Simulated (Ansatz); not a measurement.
# A barrier at the coupled-cluster level

Start structure (AlNH4F2, closed shell), relaxed at PBE0-D4/def2-TZVP:

```xyz
8
angstrom
Al -0.8278 -0.6159 -0.1358
H -1.7959 0.0627 -1.1839
F 0.0319 -1.9574 -0.6306
F -1.3021 -0.6257 1.4637
H 0.7152 1.4671 -0.4924
N 0.7568 0.6311 0.0808
H 1.6043 0.1236 -0.1565
H 0.8177 0.9145 1.0546
```

The step: AlHF₂ ([F][AlH][F]) + NH₃ → AlNH₂F₂ ([NH2][Al]([F])[F]) + H₂; bonds formed: H2–H5; dative contacts that become bonds: Al1–N6; bonds broken: Al1–H2, H5–N6. Ansatz 0.2.0; basis: def2-TZVPP and def2-QZVPP; cores frozen in the correlated methods. Extrapolation: Hartree–Fock as exp(−7.88 √X), correlation as X^−2.97. Energies below are by CCSD(T) at an estimated basis limit (MP2 extrapolated from triple and quadruple zeta, plus CCSD(T) − MP2 in triple zeta).

**Question.** What are the electronic barrier and the energy of the step, from the start structure to the end structure? (An estimate is asked for; the value comes from the calculation.)

**Answer.** The calculation gives: Barrier 1.592 eV; step energy 0.683 eV (uphill); reverse barrier, their difference, 0.909 eV. Barrier and step energy count from the start structure, the reverse barrier from the end structure.

The saddle point: One imaginary mode of 1215i cm⁻¹.
| pair | start (Å) | saddle (Å) | end (Å) |
| --- | --- | --- | --- |
| Al1–N6 | 2.03 | 1.86 | 1.75 |
| H2–H5 | 2.96 | 1.01 | 0.76 |
| Al1–H2 | 1.58 | 1.78 | 2.28 |
| H5–N6 | 1.01 | 1.41 | 2.81 |

Zero-point energy (harmonic, PBE0-D4): ZPE is 1.391 eV at the start and 1.250 eV at the saddle, so the barrier goes from 1.592 to 1.451 eV.

No T1 diagnostic of these runs exceeds 0.013.

The step is the kind of exchange with an N–H group that builds nitride films in atomic layer and chemical vapour deposition.

Labels in which every atom is bracketed show which atoms are joined, not bond orders.

For scale, one of the runs: CCSD(T)/def2-TZVPP, 191 basis functions, launched by `ansatz run in.yaml --threads 2 --pin off --events-out ev --progress --plain --max-ram 4352MiB`. The run took 64 s on 2 CPU threads of an Arm Neoverse V1 (shared host), with 2.2 GiB of host memory at its peak.
